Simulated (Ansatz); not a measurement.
A structure relaxed at PBE/def2-SVP in Ansatz, charge -1, doublet:

```xyz
13

Ba   -1.196   -2.865   -2.023
Ba    0.356    4.232    2.562
Ba   -2.264    1.207   -3.617
Ba   -2.998    1.348    3.696
Ba    2.011   -0.123   -3.118
Ba   -4.603   -0.528   -0.140
Ba    1.341    0.060    4.085
Ba    0.814    4.113   -1.984
Ba    3.635    1.772    0.639
Ba    2.376   -2.559    0.541
Ba   -1.701   -2.811    2.457
Ba    2.744   -4.573   -3.397
Ba   -0.515    0.725    0.298
```

(1) Give its formula and point group.

(2) Summarise the bond lengths by kind (pairs closer than 1.2 times the sum of covalent radii, bridged metal pairs left out).

Results:

(1) the cluster Ba13⁻. Point group Cs (tolerance 0.1 Å).

(2) 39 × Ba–Ba 4.25 to 4.57 Å.

In the def2 sets Ba takes a core potential; there is no spin–orbit coupling. Another isomer (doublet) lies 0.59 eV lower at PBE0/def2-TZVP; other spin states weren't run for this one.
